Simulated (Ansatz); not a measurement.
C2H7NOSi can be A, `CC(=O)[SiH2]N`, or B, `CN(C)[Si]O`.

Program: Ansatz. Geometries: PBE0-D4/def2-TZVP. ΔE: electronic, gas phase. CCSD(T)/CBS adds triple-zeta CCSD(T) − MP2 to the extrapolated MP2 energy (def2 sets, frozen cores). Functionals use def2-TZVPP. B3LYP here is the variant with VWN-RPA as its local correlation; programs differ in this. Each species was taken in one conformer, which may not be the lowest.

Question: Which is lower in electronic energy at CCSD(T)/CBS, and by how much? (An estimate is asked.)

Answer: Ansatz gave: B, by 57.7 kJ/mol.

Question: Give E(B) − E(A) in kJ/mol with B3LYP, MP2/def2-TZVPP, HF/def2-TZVPP, B2PLYP, PBE0-D4, PBE-D4, ωB97M-V. (An estimate is asked.)

Answer: Computed: B3LYP -50.5, MP2/def2-TZVPP -61.2, HF/def2-TZVPP -29.7, B2PLYP -53.1, PBE0-D4 -55.3, PBE-D4 -54.6, ωB97M-V -61.6. None reverses the order clearly.

Largest T1 diagnostic: 0.014.

The D4 term adds −4.6 kJ/mol with B3LYP and −2.2 kJ/mol with PBE0; it sums over pairs of atoms, weighted by their polarisabilities, and B3LYP, whose exchange is more repulsive, gets the larger term. In def2-TZVPP, CCSD(T) changes the Hartree–Fock value by −29.2 kJ/mol (the triples alone add −0.5 kJ/mol) and MP2 by −31.5 kJ/mol.
